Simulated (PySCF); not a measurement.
Au: ionisation energy

Au [Xe] 4f14 5d10 6s1 (2S) → Au+ [Xe] 4f14 5d10 (1S), as a difference of total energies. All numbers are calculated (PySCF 2.14, scalar relativity through the core potential, in aug-cc-pwCVTZ-PP with ECP60MDF (8s8p7d4f3g, 122 functions)). Correlated levels: valence: 5s2 5p6 frozen; valence and next inner shell: nothing frozen outside the core potential. The calculations carry no spin-orbit coupling.

```json
{"method": "UHF", "ionisation energy (eV)": "7.681"}
{"method": "LDA", "ionisation energy (eV)": "9.899"}
{"method": "PBE", "ionisation energy (eV)": "9.542"}
{"method": "PBE0", "ionisation energy (eV)": "9.220"}
{"method": "r2SCAN", "ionisation energy (eV)": "9.497"}
{"method": "revPBE", "ionisation energy (eV)": "9.429"}
{"method": "MN15", "ionisation energy (eV)": "9.489"}
{"method": "PW91", "ionisation energy (eV)": "9.615"}
{"method": "MP2 (valence)", "ionisation energy (eV)": "9.182"}
{"method": "SCS-MP2 (valence)", "ionisation energy (eV)": "8.979"}
{"method": "MP2 (valence and next inner shell)", "ionisation energy (eV)": "9.380"}
{"method": "SCS-MP2 (valence and next inner shell)", "ionisation energy (eV)": "9.118"}
```

Problem. How much does correlation contribute at MP2 (valence and next inner shell)?

Solution. 9.380 − (7.681) = 1.699 eV, measured against UHF.

Errors of the correlated levels include the incompleteness of this basis and the frozen core.

For comparison: 9.226 eV (measured; NIST Atomic Spectra Database, ionization energies).
